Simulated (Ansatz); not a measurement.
A structure relaxed at PBE0-D4/def2-TZVP, charge 0, multiplicity 1:

```xyz
10

F    -1.614    0.450   -2.469
C    -0.887    0.729   -1.413
F    -0.717    2.028   -1.308
C    -0.398   -0.173   -0.576
C     0.398    0.173    0.576
C     0.887   -0.729    1.413
F     0.717   -2.028    1.308
F     1.614   -0.450    2.469
H    -0.622   -1.208   -0.792
H     0.622    1.208    0.792
```

Task: Give its formula and SMILES.

Result: C4H2F4, `FC(F)=CC=C(F)F`.

Task: Point group (tolerance 0.08 Å, 0.16 Å for H)?

Result: C2h.

Task: Summarise the bond lengths by kind.

Result: 4 × C–F 1.312 to 1.314 Å; 3 × C–C 1.324 to 1.443 Å; 2 × C–H 1.081 Å.

Computed with Ansatz.
